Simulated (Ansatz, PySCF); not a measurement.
This Ansatz (a quantum-chemistry and plane-wave program) input computes a B3LYP/def2-TZVPD energy:

Ansatz 0.2 input:
```yaml
crystal:
  periodic: [false, false, false]
  atoms:
    - {symbol: Sn, position_ang: [-0.00000000, -0.00000000, -0.03464737]}
    - {symbol: H, position_ang: [0.00000000, 0.00000000, 1.73236848]}
basis:
  gaussian:
    orbitals: def2-TZVPD
hamiltonian:
  xc: {name: B3LYP}
total_charge: 1
output: {forces: true}
```

Question: Write an input for the same energy in PySCF and say what it gives.

Answer: 
```python
from pyscf import gto, scf, dft

mol = gto.M(
    atom='''
    Sn   -0.00000000   -0.00000000   -0.03464737
    H     0.00000000    0.00000000    1.73236848
    ''',
    basis='def2-tzvpd',
    ecp='def2-tzvp',
    charge=1,
    spin=0,
    verbose=4,
)

mf = dft.RKS(mol, xc='b3lyp').density_fit(auxbasis='def2-universal-jkfit')
mf.grids.level = 3
mf.conv_tol = 1e-9
mf.max_cycle = 100
mf.max_memory = 1500
mf.kernel()
if not mf.converged:
    mf = mf.newton()
    mf.kernel(mf.make_rdm1())
mf.analyze()
```
It gives -214.66561 Eh, and Ansatz -214.66558 Eh, a difference of 0.03 mEh, from the treatment of integrals and grids.
